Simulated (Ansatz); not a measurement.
Geometry optimisation, RKS PBE0/def2-SVP in Ansatz.

Input file:

```yaml
crystal:
  periodic: [false, false, false]
  atoms:
    - { symbol: O, position_ang: [-0.8416, 0.3042, -0.6024] }
    - { symbol: Ge, position_ang: [-0.2435, -0.4608, 0.843] }
    - { symbol: F, position_ang: [1.3531, -1.0348, 0.5039] }
    - { symbol: H, position_ang: [-1.22774, 0.07102, 1.88671] }
basis:
  gaussian: { orbitals: def2-SVP }
hamiltonian:
  xc: pbe0
relax:
  f_tol: 0.02
  max_steps: 50
output:
  orbitals: {}
```

Run as:

```bash
$ ansatz run input.yaml --threads 1 --pin off --max-ram 2048MiB --backend cpu --events-out ev --progress --plain --runs-dir out
```

Q: Where does it end, and by what steps?

A: The forces met the threshold. After 5 steps the energy has fallen by 1.298 eV; H4 moved furthest, 0.41 Å.

```
step  energy less start (eV)  largest force component (eV/Å)  accepted
   0                  0.0000                           5.271       yes
   1                 -0.8502                           2.568       yes
   2                 -1.0727                           1.681       yes
   3                 -1.2551                           0.759       yes
   4                 -1.2914                           0.335       yes
   5                 -1.2977                           0.016       yes
```

```xyz
4
Properties=species:S:1:pos:R:3
O -0.866 0.316 -0.819
Ge -0.339 -0.221 0.617
F 1.170 -1.047 0.806
H -0.925 -0.168 2.027
```

Time of the run: 11 s on 1 thread of Arm Neoverse V2, with other jobs on the host, peak memory 0.13 GiB.
